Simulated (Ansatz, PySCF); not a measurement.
Gas-phase reaction in SMILES: [Br][Bi][Br] -> [Br][Bi][Br] as singlet, charge +1 + e-
Geometries: B3LYP-D3(BJ)/def2-TZVP minima from Ansatz (a quantum-chemistry and plane-wave program).

Quantity: adiabatic ionisation energy (electronic energy difference), in eV. Cores are frozen in the correlated levels unless marked. UHF or UKS for open shells. No spin-orbit coupling. Frozen are the shells of the preceding noble gas and the d and f shells that filled before the atom's block. Past Kr the def2 sets carry scalar-relativistic core potentials. Basis-set limits of correlation are two-point, X^-3; Hartree-Fock from the larger set. [CCSD(T)-MP2]/basis is that difference in the basis named.

```csv
level,program,adiabatic ionisation energy (eV),minus last row
HF/def2-SVP,Ansatz,8.04,0.03
HF/def2-TZVPD,PySCF,7.94,-0.07
HF/def2-TZVPPD,Ansatz,7.94,-0.07
TPSS/def2-TZVPD,PySCF,7.80,-0.21
TPSS-D3(BJ)/def2-TZVPD,PySCF + dftd3,7.80,-0.21
r2SCAN-D3(BJ)/def2-TZVPD,Ansatz + dftd3,7.99,-0.02
PBE0-D4/def2-TZVPD,Ansatz + dftd4,8.00,-0.01
PW6B95/def2-TZVPD,PySCF,7.94,-0.07
MN15-D3(BJ)/def2-TZVPD,PySCF + dftd3,8.16,0.15
HSE06/def2-TZVPD,Ansatz,7.99,-0.02
B2GP-PLYP/def2-TZVPD,Ansatz,7.97,-0.04
B2PLYP/def2-TZVPD,Ansatz,7.92,-0.09
PBE-QIDH/def2-TZVPD,Ansatz,8.10,0.09
MP2/def2-SVP,Ansatz,7.83,-0.18
MP2/def2-SVPD,Ansatz,7.99,-0.02
RI-MP2/def2-QZVPP,Ansatz,7.94,-0.07
SCS-MP2/def2-SVP,Ansatz,7.83,-0.18
SCS-MP2/def2-SVPD,Ansatz,7.97,-0.04
CCSD/def2-SVPD,Ansatz,8.05,0.04
"RI-MP2/CBS(def2-TZVPP,def2-QZVPP)+[CCSD(T)-MP2]/def2-SVP",Ansatz,7.94,-0.07
"RI-MP2/CBS(def2-TZVPPD,def2-QZVPPD)+[CCSD(T)-MP2]/def2-TZVPPD",Ansatz,8.01,0.00
```
